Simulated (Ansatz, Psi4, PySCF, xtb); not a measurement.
Dimer: HF (SMILES F) (first 2 atoms) with Si2H6 (SMILES [SiH3][SiH3]); geometry from B3LYP-D3(BJ)/def2-TZVP, rigid monomers moved along the line of their centres of mass till H2···H9 is 1.56 Å.
(charge 0, multiplicity 1):
```xyz
10

F      1.45958     0.31952    -0.17442
H      1.34353     0.29974     0.74874
Si    -0.35241    -0.15231     5.08229
Si    -0.32323    -0.15144     2.73864
H     -1.70013    -0.53922     5.56214
H     -0.02509     1.20073     5.58998
H      0.64395    -1.12061     5.59730
H     -0.61312    -1.49390     2.18588
H      1.04408     0.23873     2.28233
H     -1.27870     0.83088     2.17835
```

Monomers are frozen at their geometry in the pair; levels with a basis set take the counterpoise correction. Rows marked so take none.

Frozen-core correlation. Rows in 6-31G*, STO-3G carry no dispersion term and start afresh at each structure (6-31G* with six Cartesian d functions).

Codes used: Ansatz (a program for electronic structure) with Gaussian orbitals; Psi4 for SAPT; PySCF for 6-31G* rows, STO-3G rows; xtb for the GFN methods. 

```tsv
level	interaction energy (kJ/mol)
GFN1-xTB	-5.3
GFN2-xTB	-5.8
HF/STO-3G (no counterpoise)	16.3
HF/6-31G*	9.6
B3LYP/6-31G*	1.2
wB97M-V/def2-TZVPPD	…
MP2/aug-cc-pV(D+d)Z	-1.6
CCSD/aug-cc-pV(D+d)Z	…
SAPT0/jun-cc-pV(D+d)Z	-1.3
```

### Question
Fill in the missing entries.

### Answer

- wB97M-V/def2-TZVPPD, interaction energy (kJ/mol): -4.7
- CCSD/aug-cc-pV(D+d)Z, interaction energy (kJ/mol): -0.5
